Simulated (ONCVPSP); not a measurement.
## u(r) = r·R(r): atom against pseudo-atom (tin (Sn))

Columns: radius, all-electron u(r) and pseudo u(r) of the 5s shell (level -10.85 eV) of tin in the configuration [Kr] 4d10 5s1.75 5p2.25; PW91, scalar-relativistic, ONCV scheme, ONCVPSP 4.0.1.

| r (bohr) | all-electron | pseudo |
| --- | --- | --- |
| 0.118 | -0.0909 | 0.0089 |
| 0.235 | 0.2235 | 0.0202 |
| 0.353 | 0.0872 | 0.0366 |
| 0.470 | -0.1838 | 0.0605 |
| 0.588 | -0.3382 | 0.0945 |
| 0.705 | -0.3369 | 0.1385 |
| 0.822 | -0.2279 | 0.1918 |
| 0.940 | -0.0651 | 0.2532 |
| 1.058 | 0.1099 | 0.3208 |
| 1.175 | 0.2715 | 0.3927 |
| 1.292 | 0.4099 | 0.4676 |
| 1.410 | 0.5223 | 0.5426 |
| 1.528 | 0.6075 | 0.6116 |
| 1.645 | 0.6676 | 0.6678 |
| 1.763 | 0.7070 | 0.7071 |
| 1.880 | 0.7285 | 0.7285 |
| 1.998 | 0.7356 | 0.7356 |
| 2.115 | 0.7312 | 0.7312 |
| 2.232 | 0.7178 | 0.7179 |
| 2.350 | 0.6975 | 0.6975 |
| 2.468 | 0.6719 | 0.6719 |
| 2.585 | 0.6430 | 0.6430 |
| 2.702 | 0.6116 | 0.6116 |
| 2.820 | 0.5785 | 0.5786 |
| 2.938 | 0.5448 | 0.5448 |
| 3.055 | 0.5113 | 0.5113 |

(1) How many radial nodes do the two functions have?

(2) At about which radius was the pseudo-wave matched?

(3) Where does each function peak?

(4) Is the pseudo-wave norm-conserving?

Answers

(1) The all-electron 5s function has n − l − 1 = 4 (the table is too coarse to show those close to the nucleus); the pseudo-wave has 0, since the states of the same l below it are removed with the core.

(2) 1.70 bohr, where the columns begin to agree (steps of 0.12 bohr).

(3) Outermost all-electron maximum near 2.00 bohr, pseudo maximum near 2.00 bohr (to the table’s step).

(4) Yes: the ONCV scheme keeps the norm inside the radius equal to the all-electron one, which fixes the energy derivative of the logarithmic derivative at the level.
